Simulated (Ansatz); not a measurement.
Abridged output of a molecular run in Ansatz:

```
Functional definition: HF
1749 factors; integrals over basis functions are off by at most 9.0e-4 eV
mean field evaluation 1: about -11421.2900 eV, gradient 3.7e1 eV
mean field evaluation 2: about -11421.4765 eV, gradient 3.7e1 eV
mean field evaluation 4: about -11425.7282 eV, gradient 4.0e0 eV
mean field evaluation 8: about -11425.7974 eV, gradient 1.9e-1 eV
mean field -11425.79757246 eV, -419.8903161041 hartree, gradient 3.7e-6 eV, S^2 0.000000; 0 other end points of the search recorded, 0 dependent functions left out
9 core orbitals not correlated: weight in the atoms' cores, before any rotation towards them, 1.000 or more for the frozen orbitals, at most 0.000 for the correlated occupied ones
reference -11425.79757246 eV, -419.8903161041 hartree; 14, 14 occupied and 283, 283 virtual orbitals, 1749 factors
second order -18.52114562 eV of doubles, -0.00000000 eV of singles
cycle   1  -19.84696878 eV  change    -1.3e0 eV  update   9.5e-2
cycle   2  -20.41181046 eV  change   -5.6e-1 eV  update   2.9e-2
cycle   3  -20.48197180 eV  change   -7.0e-2 eV  update   1.2e-2
cycle   4  -20.47535514 eV  change    6.6e-3 eV  update   3.5e-3
cycle   5  -20.47414199 eV  change    1.2e-3 eV  update   1.5e-3
cycle   6  -20.47395437 eV  change    1.9e-4 eV  update   5.1e-4
cycle   7  -20.47388811 eV  change    6.6e-5 eV  update   1.8e-4
cycle   8  -20.47393630 eV  change   -4.8e-5 eV  update   7.3e-5
cycle   9  -20.47394514 eV  change   -8.8e-6 eV  update   2.6e-5
perturbative correction -0.75784707 eV, -0.0278503660 hartree
Total energy: -11447.02936467 eV, -420.6705700765 hartree
```

Its atoms:

```xyz
15

B    -0.774   -1.192   -1.565
B    -0.639   -0.405   -0.115
C    -1.739    0.651    0.290
C     0.595   -0.605    0.820
Si    1.915    0.660    0.365
H    -1.357   -2.240   -1.650
H    -0.335   -0.762   -2.597
H    -2.722    0.492   -0.159
H    -1.389    1.625   -0.083
H    -1.855    0.757    1.372
H     1.090   -1.577    0.722
H     0.362   -0.429    1.877
H     3.081    0.535    1.280
H     2.384    0.446   -1.030
H     1.381    2.044    0.472
```

Q: Which basis set was used?
A. def2-TZVPP
B. def2-TZVPPD
C. cc-pV(Q+d)Z
D. def2-QZVPP

A: A. It gives 306 functions.

Q: Write the keys of the input that set method, charge and spin (a neutral closed shell needs none for the last two).

A: 
```yaml
correlation: {method: ccsd_t}
```
